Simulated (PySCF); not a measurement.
Rows and methods have been separated. Pair them.

Species: C₅H₄F₂.
Cartesian coordinates in Å at the PBE0-D3(BJ)/def2-SVP level; atoms count from 1:
```
atom  x, y, z in Å
F1     2.285    1.184   -0.363
C2     1.121    0.584   -0.175
C3     0.783   -0.671   -0.530
F4     1.534   -1.574   -1.140
C5    -0.628   -0.934   -0.132
C6    -1.047    0.358    0.505
C7    -0.016    1.227    0.473
H8    -0.702   -1.783    0.571
H9    -1.256   -1.191   -1.004
H10   -2.035    0.533    0.928
H11    0.007    2.247    0.857
```

The closed-shell ground state was solved 6 times with PySCF (density fitting, gas phase), always in the pcJ-1 basis (229 functions), with these functionals: B97-2, BHandHLYP, CAM-B3LYP, HF, PBE and PBE0.

```tsv
row	total energy (Eh)	HOMO (eV)	LUMO (eV)	dipole (D)
P	-392.4181	-7.73	0.34	2.65
Q	-392.1452	-5.25	-1.66	2.28
R	-390.4674	-8.82	2.89	3.08
S	-392.1521	-6.43	-0.80	2.57
T	-392.3677	-7.43	0.23	2.82
U	-392.4435	-6.18	-0.86	2.56
```

Problem. Which functional belongs to which row?

Solution. P = CAM-B3LYP, Q = PBE, R = HF, S = PBE0, T = BHandHLYP, U = B97-2. By rising HOMO–LUMO gap: PBE (GGA) 3.59 eV; B97-2 (global hybrid, 21 % exact exchange) 5.32 eV; PBE0 (global hybrid, 25 % exact exchange) 5.63 eV; BHandHLYP (global hybrid, 50 % exact exchange) 7.66 eV; CAM-B3LYP (range-separated hybrid) 8.07 eV; HF (all exact exchange) 11.71 eV. Total energies of different functionals aren't bounds to one another; each is stationary for its own functional.
